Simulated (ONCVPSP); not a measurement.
PBE ONCV dataset for Os (Z = 76), scalar-relativistic all-electron reference.

- Element: Os
- Generator: ONCVPSP 4.0.1
- Type: optimised norm-conserving Vanderbilt (ONCV)
- Functional: PBE
- Relativity: scalar-relativistic
- Frozen core: [Kr] 4d10 4f14
- Valence charge: 16
- Reference configuration: 5s2 5p6 5d6 6s2
- Partial waves: 5s+6s: rc 1.55 bohr, ncon 3, nbas 6, qcut 9.1 1/bohr, 2 projectors; 5p: rc 1.60 bohr, ncon 4, nbas 8, qcut 10.7 1/bohr, 1 projector; 5d: rc 2.20 bohr, ncon 4, nbas 9, qcut 6.1 1/bohr, 1 projector
- Local potential: polynomial inside 1.45 bohr (lpopt 5, dvloc0 8 Ha)
- Core correction: Teter function, fcfact 3.75, rcfact 1.4

All-electron outer shells of the reference configuration (PBE, scalar-relativistic, ld1.x):

| shell | level (eV) | outermost node (bohr) | outermost maximum (bohr) |
| --- | --- | --- | --- |
| 5s | -91.55 | 0.51 | 0.91 |
| 4f | -51.98 | – | 0.40 |
| 5p | -50.84 | 0.55 | 1.03 |
| 5d | -6.25 | 0.60 | 1.36 |
| 6s | -6.15 | 1.20 | 2.48 |

Problem. Does the generator finish with these settings?

Solution. Yes, a potential is produced and its reference levels are reproduced.

Problem. Estimate the cutoffs (Ha) at which the residual kinetic energy of the hardest occupied pseudo-wave falls to 1 and 0.1 mHa per electron.

Solution. 32 Ha and 39 Ha.

Problem. Does the potential have ghost states?

Solution. Ghosts flagged at negative energy: s at -1139.8 eV; no localised positive-energy state flagged. A true bound ghost makes a file unfit for plane-wave use.

Problem. Tests: 5s2 5p6 5d6 6s1; 5s2 5p6 5d6 6s0; 5s2 5p6 5d5 6s0; 5s2 5p6 5d6 6s0 6p1. Which has the largest error in its energy relative to the reference configuration, and how large is it?

Solution. 5s2 5p6 5d5 6s0, with -18 meV (all-electron minus pseudo) on +55.34 eV.
